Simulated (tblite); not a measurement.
Compound: C6H12FOP.
Geometry (GFN2-xTB, Å), atoms numbered from 1 in this order:
```xyz
21
C6H12FOP angstrom
C      3.9445    0.5419   -0.5727
O      3.4146    0.5382    0.7276
C      2.1609   -0.0721    0.8119
P      0.8105    0.9318   -0.0497
C     -0.5063   -0.0446    0.3114
F     -0.3614   -1.1892    1.0276
C     -1.9143    0.2393   -0.1041
C     -2.4524   -0.9092   -0.9611
C     -2.7952    0.4543    1.1294
H      3.2888    1.0891   -1.2637
H      4.0768   -0.4800   -0.9496
H      4.9103    1.0395   -0.5163
H      2.1795   -1.0880    0.3867
H      1.9195   -0.1361    1.8765
H     -1.8908    1.1593   -0.6980
H     -1.8319   -1.0492   -1.8439
H     -2.4560   -1.8337   -0.3875
H     -3.4692   -0.6942   -1.2801
H     -3.8129    0.6866    0.8264
H     -2.4129    1.2779    1.7283
H     -2.8109   -0.4446    1.7417
```

Level: GFN2-xTB in tblite, geometry and Hessian alike; calculated harmonic values, unscaled, isolated species. Against measured fundamentals such values can be off by several per cent, at times by over 20. One conformer, not necessarily the lowest.

Harmonic wavenumbers (cm⁻¹): 30.0, 54.2, 78.8, 104.4, 141.6, 189.1, 200.7, 215.8, 227.2, 249.6, 265.5, 302.3, 395.3, 439.1, 516.0, 527.1, 698.7, 726.4, 818.3, 923.9, 950.3, 964.7, 983.1, 1039.9, 1100.9, 1126.9, 1130.3, 1134.1, 1148.9, 1195.1, 1220.6, 1240.4, 1249.2, 1296.2, 1353.3, 1399.9, 1403.3, 1411.9, 1414.8, 1463.8, 1479.1, 1489.9, 1490.1, 1498.7, 1501.8, 2833.6, 2884.3, 2912.1, 2939.1, 2950.4, 3031.1, 3032.2, 3035.9, 3036.6, 3039.9, 3040.8, 3043.7.

A = 3336, B = 600.6, C = 589.6 MHz; mass 150.061 u (most abundant isotopes); point group C1, symmetry number 1.

Task: What is the zero-point energy?

Result: Half the sum of the wavenumbers: 37285 cm⁻¹ = 106.61 kcal/mol.

Task: Entropy at 273.15 K, 1 bar (ideal gas, RRHO, classical rotation)?

Result: Translation 40.52, rotation 29.73, vibration 35.58: S = 105.8 cal/(mol K).

Task: And Cp and H(273.15 K) − H(0)?

Result: Cp = 40.48 cal/(mol K), of which vibrations give 32.53 (their classical limit is 57 R = 113.3); H(273.15 K) − H(0) = 7.09 kcal/mol without the zero-point energy, 4.92 from vibrations.

Task: What must be added to the electronic energy to get the Gibbs energy at 273.15 K and 1 bar?

Result: ZPE + [H(273.15 K) − H(0)] − T·S = 106.61 + 7.09 − 28.91 = 84.79 kcal/mol.

Task: Blend soft modes into free rotors: weight 1/[1 + (100 cm⁻¹/ν̃)⁴] for the oscillator and the rest for a rotor with moment μB/(μ + B), μ = h/(8π²ν), B = 10⁻⁴⁴ kg m². What vibrational entropy results?

Result: 32.13 cal/(mol K) in place of 35.58, which changes −T·S at 273.15 K by +0.94 kcal/mol.

Task: Which modes carry the vibrational entropy at 273.15 K?

Result: 30.0 cm⁻¹: 5.66; 54.2 cm⁻¹: 4.48; 78.8 cm⁻¹: 3.75; 104.4 cm⁻¹: 3.20; 141.6 cm⁻¹: 2.62; 189.1 cm⁻¹: 2.08 cal/(mol K); the other 51 give 13.80 together.

Task: How do the functions run with temperature in this model?

Result: 
| T (K) | S (cal/(mol K)) | Cp (cal/(mol K)) | H − H(0) (kcal/mol) | G − H(0) (kcal/mol) | ln q(vib) |
| --- | --- | --- | --- | --- | --- |
| 100 | 74.9 | 23.0 | 1.52 | -5.97 | 2.72 |
| 200 | 94.4 | 33.5 | 4.38 | -14.49 | 6.35 |
| 300 | 109.7 | 43.1 | 8.21 | -24.71 | 9.73 |
| 500 | 136.4 | 62.2 | 18.80 | -49.39 | 15.94 |
| 800 | 170.2 | 81.8 | 40.64 | -95.54 | 24.45 |
| 1000 | 189.5 | 90.5 | 57.91 | -131.55 | 29.66 |

q(vib) and H(0) count from the zero-point level.

Hindered rotation and anharmonicity are outside this model. Other conformers, if any are populated, would add a mixing term that is left out. The structure is chiral; the term R ln 2 for an equal mix with its mirror image is left out.
